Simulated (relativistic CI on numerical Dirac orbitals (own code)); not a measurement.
Radial parameters of Ce LVII

These numbers are calculated, not measured: Dirac-Coulomb-Breit CI, KLI orbitals optimised for each configuration, a model potential for QED, unscaled Slater integrals (own radial code, finite nucleus).

Slater integrals F^k, G^k are unscaled and averaged over j, outside the closed core (none); ζ comes from projecting the Hamiltonian with its Breit term on Σ l·s of the shell.

- 1s2s: G^0(1s,2s) = 329230 cm⁻¹; <r>(1s) = 0.02428, <r^2>(1s) = 0.0007998, <r>(2s) = 0.0976, <r^2>(2s) = 0.01123 (bohr units).
- 1s2p: G^1(1s,2p) = 618870, ζ(2p) = 2.9143e+06 cm⁻¹; <r>(1s) = 0.02428, <r^2>(1s) = 0.0007998, <r>(2p) = 0.08412, <r^2>(2p) = 0.008564 (bohr units).
- 1s3s: G^0(1s,3s) = 85839 cm⁻¹; <r>(1s) = 0.02426, <r^2>(1s) = 0.0007984, <r>(3s) = 0.2238, <r^2>(3s) = 0.0572 (bohr units).

Averages of the first 10 configurations, taken without configuration mixing, which lowers the lowest level and can move excited configurations by several eV; other configurations of the list can lie among them:

| Configuration | Parity | States | Average energy above the lowest level (eV) |
| --- | --- | --- | --- |
| 1s² | even | 1 | 0.2 |
| 1s2s | even | 4 | 35039.5 |
| 1s2p | odd | 12 | 35464.8 |
| 1s3s | even | 4 | 41668.9 |
| 1s3p | odd | 12 | 41793.8 |
| 1s3d | even | 20 | 41882.3 |
| 1s4s | even | 4 | 43959.1 |
| 1s4p | odd | 12 | 44011.4 |
| 1s4d | even | 20 | 44048.7 |
| 1s4f | odd | 28 | 44062.8 |
